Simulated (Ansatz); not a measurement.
Ansatz (a quantum-chemistry and plane-wave program) job for C5H5Cl, SMILES CC#C/C=C\Cl, PBE-D3(BJ)/def2-SVP. 

Ansatz 0.2 input:
```yaml
crystal:
  periodic: [false, false, false]
  atoms:
    - {symbol: C, position_ang: [-3.15251276, 0.46941068, 0.65932605]}
    - {symbol: C, position_ang: [-1.79349029, -0.03658024, 0.70789750]}
    - {symbol: C, position_ang: [-0.65146819, -0.45178940, 0.73833015]}
    - {symbol: C, position_ang: [0.67213065, -0.95292209, 0.79550221]}
    - {symbol: C, position_ang: [1.69022557, -0.57715181, 0.00389591]}
    - {symbol: Cl, position_ang: [1.55271817, 0.59957881, -1.23662565]}
    - {symbol: H, position_ang: [-3.39495072, 1.04339449, 1.56791105]}
    - {symbol: H, position_ang: [-3.29570876, 1.13331040, -0.20732544]}
    - {symbol: H, position_ang: [-3.88069140, -0.35330614, 0.57998668]}
    - {symbol: H, position_ang: [0.89668835, -1.71594628, 1.54945737]}
    - {symbol: H, position_ang: [2.68914368, -1.00609519, 0.10289523]}
basis:
  gaussian:
    orbitals: def2-SVP
hamiltonian:
  xc: pbe
  dispersion: d3bj
relax: {f_tol: 0.002, max_steps: 200}
```

It prints:

```
Functional definition: PBE
integrals: 0.05 GiB planned
1275 factors; their error is unknown
mean field: 0.30 GiB planned
mean field evaluation 1: about -17753.8252 eV, gradient 6.8e1 eV
mean field evaluation 2: about -17738.1179 eV, gradient 9.8e1 eV
mean field evaluation 4: about -17766.2822 eV, gradient 1.9e1 eV
mean field evaluation 8: about -17767.1609 eV, gradient 1.4e-1 eV
mean field evaluation 16: about -17767.1016 eV, gradient 2.5e-4 eV
mean field -17767.10161217 eV, -652.9289412731 hartree, gradient 5.9e-5 eV, S^2 0.000000; 0 other end points of the search recorded, 0 dependent functions left out
the calculation of the forces begins
reference -17767.10164858 eV, -652.9289426114 hartree; 26, 26 occupied and 87, 87 virtual orbitals, 1275 factors
relax step   1: F+E_penalty+E_count = -17767.34004085 eV  Δ(F+E_penalty+E_count) = +0.000e0 eV  max|allowed force component| = 1.155e0 eV/Å  Δτ_max = 0.0000 Å  (29 SCF iters, accepted)
these checks for a lower state are left out or cut short: starts, cluster_reference, orbital_swaps, neighbouring_geometries, increment
integrals: 0.05 GiB planned
1275 factors; their error is unknown
mean field: 0.30 GiB planned
mean field -17767.12533879 eV, -652.9298132105 hartree, gradient 2.6e-5 eV, S^2 0.000000; 0 other end points of the search recorded, 0 dependent functions left out
the calculation of the forces begins
reference -17767.12537539 eV, -652.9298145556 hartree; 26, 26 occupied and 87, 87 virtual orbitals, 1275 factors
relax step   2: F+E_penalty+E_count = -17767.36237932 eV  Δ(F+E_penalty+E_count) = -2.234e-2 eV  max|allowed force component| = 2.313e-1 eV/Å  Δτ_max = 0.0230 Å  (34 SCF iters, accepted)
these checks for a lower state are left out or cut short: starts, cluster_reference, orbital_swaps, neighbouring_geometries, increment
integrals: 0.05 GiB planned
1275 factors; their error is unknown
mean field: 0.30 GiB planned
mean field evaluation 32: about -17767.1272 eV, gradient 2.6e-5 eV
mean field -17767.12717225 eV, -652.9298805890 hartree, gradient 2.7e-5 eV, S^2 0.000000; 0 other end points of the search recorded, 0 dependent functions left out
the calculation of the forces begins
reference -17767.12720889 eV, -652.9298819353 hartree; 26, 26 occupied and 87, 87 virtual orbitals, 1275 factors
relax step   3: F+E_penalty+E_count = -17767.36387272 eV  Δ(F+E_penalty+E_count) = -1.493e-3 eV  max|allowed force component| = 5.447e-2 eV/Å  Δτ_max = 0.0081 Å  (33 SCF iters, accepted)
these checks for a lower state are left out or cut short: starts, cluster_reference, orbital_swaps, neighbouring_geometries, increment
integrals: 0.05 GiB planned
1275 factors; their error is unknown
mean field: 0.30 GiB planned
mean field -17767.12732496 eV, -652.9298862008 hartree, gradient 1.6e-5 eV, S^2 0.000000; 0 other end points of the search recorded, 0 dependent functions left out
the calculation of the forces begins
reference -17767.12736160 eV, -652.9298875472 hartree; 26, 26 occupied and 87, 87 virtual orbitals, 1275 factors
relax step   4: F+E_penalty+E_count = -17767.36398247 eV  Δ(F+E_penalty+E_count) = -1.098e-4 eV  max|allowed force component| = 2.451e-2 eV/Å  Δτ_max = 0.0020 Å  (26 SCF iters, accepted)
these checks for a lower state are left out or cut short: starts, cluster_reference, orbital_swaps, neighbouring_geometries, increment
integrals: 0.05 GiB planned
1275 factors; their error is unknown
mean field: 0.30 GiB planned
mean field -17767.12736755 eV, -652.9298877660 hartree, gradient 2.3e-5 eV, S^2 0.000000; 0 other end points of the search recorded, 0 dependent functions left out
the calculation of the forces begins
reference -17767.12740419 eV, -652.9298891124 hartree; 26, 26 occupied and 87, 87 virtual orbitals, 1275 factors
relax step   5: F+E_penalty+E_count = -17767.36400010 eV  Δ(F+E_penalty+E_count) = -1.762e-5 eV  max|allowed force component| = 7.805e-3 eV/Å  Δτ_max = 0.0020 Å  (24 SCF iters, accepted)
these checks for a lower state are left out or cut short: starts, cluster_reference, orbital_swaps, neighbouring_geometries, increment
integrals: 0.05 GiB planned
1275 factors; their error is unknown
mean field: 0.30 GiB planned
mean field -17767.12739128 eV, -652.9298886380 hartree, gradient 2.1e-5 eV, S^2 0.000000; 0 other end points of the search recorded, 0 dependent functions left out
the calculation of the forces begins
reference -17767.12742792 eV, -652.9298899844 hartree; 26, 26 occupied and 87, 87 virtual orbitals, 1275 factors
relax step   6: F+E_penalty+E_count = -17767.36401049 eV  Δ(F+E_penalty+E_count) = -1.040e-5 eV  max|allowed force component| = 8.865e-3 eV/Å  Δτ_max = 0.0018 Å  (24 SCF iters, accepted)
these checks for a lower state are left out or cut short: starts, cluster_reference, orbital_swaps, neighbouring_geometries, increment
integrals: 0.05 GiB planned
1275 factors; their error is unknown
mean field: 0.30 GiB planned
mean field -17767.12741723 eV, -652.9298895919 hartree, gradient 1.9e-5 eV, S^2 0.000000; 0 other end points of the search recorded, 0 dependent functions left out
the calculation of the forces begins
reference -17767.12745387 eV, -652.9298909383 hartree; 26, 26 occupied and 87, 87 virtual orbitals, 1275 factors
relax step   7: F+E_penalty+E_count = -17767.36400929 eV  Δ(F+E_penalty+E_count) = +1.200e-6 eV  max|allowed force component| = 9.808e-3 eV/Å  Δτ_max = 0.0028 Å  (24 SCF iters, rejected (line search))
these checks for a lower state are left out or cut short: starts, cluster_reference, orbital_swaps, neighbouring_geometries, increment
integrals: 0.05 GiB planned
1275 factors; their error is unknown
mean field: 0.30 GiB planned
mean field -17767.12741402 eV, -652.9298894738 hartree, gradient 2.0e-5 eV, S^2 0.000000; 0 other end points of the search recorded, 0 dependent functions left out
the calculation of the forces begins
reference -17767.12745066 eV, -652.9298908202 hartree; 26, 26 occupied and 87, 87 virtual orbitals, 1275 factors
relax step   8: F+E_penalty+E_count = -17767.36401857 eV  Δ(F+E_penalty+E_count) = -8.082e-6 eV  max|allowed force component| = 1.305e-3 eV/Å  Δτ_max = 0.0014 Å  (23 SCF iters, accepted)
integrals: 0.05 GiB planned
1275 factors; their error is unknown
mean field: 0.30 GiB planned
mean field evaluation 64: about -17767.1865 eV, gradient 2.1e-1 eV
mean field -17767.12741402 eV, -652.9298894738 hartree, gradient 2.0e-5 eV, S^2 0.000000; 1 other end points of the search recorded, 0 dependent functions left out
the calculation of the forces begins
reference -17767.12745066 eV, -652.9298908202 hartree; 26, 26 occupied and 87, 87 virtual orbitals, 1275 factors
Total energy: -17767.36405521 eV, -652.9385858771 hartree
Atom 0 at    -3.166253     0.470807     0.662748 Å, force    -0.000305     0.000343    -0.000261 eV/Å
Atom 1 at    -1.803511    -0.033560     0.708685 Å, force    -0.000558    -0.000837     0.001100 eV/Å
Atom 2 at    -0.647854    -0.450663     0.736656 Å, force    -0.000159     0.001305    -0.000881 eV/Å
Atom 3 at     0.674931    -0.951999     0.794768 Å, force     0.001039    -0.000093    -0.000697 eV/Å
Atom 4 at     1.710575    -0.580575    -0.000597 Å, force    -0.000010     0.000246    -0.000703 eV/Å
Atom 5 at     1.584925     0.601392    -1.254414 Å, force    -0.000265    -0.000199     0.000013 eV/Å
Atom 6 at    -3.416540     1.046452     1.579336 Å, force    -0.000102    -0.000117     0.000097 eV/Å
Atom 7 at    -3.318507     1.143804    -0.206873 Å, force    -0.000024     0.000066     0.000101 eV/Å
Atom 8 at    -3.903018    -0.356354     0.580958 Å, force     0.000008    -0.000075     0.000090 eV/Å
Atom 9 at     0.902779    -1.720462     1.555437 Å, force    -0.000710    -0.000231     0.000302 eV/Å
Atom 10 at     2.714558    -1.016938     0.104547 Å, force     0.001087    -0.000407     0.000840 eV/Å
Dipole moment:    -0.174907    -0.074154     0.147713 e Å
```

Self-consistency was reached.

Cost: roughly 40 core-seconds.
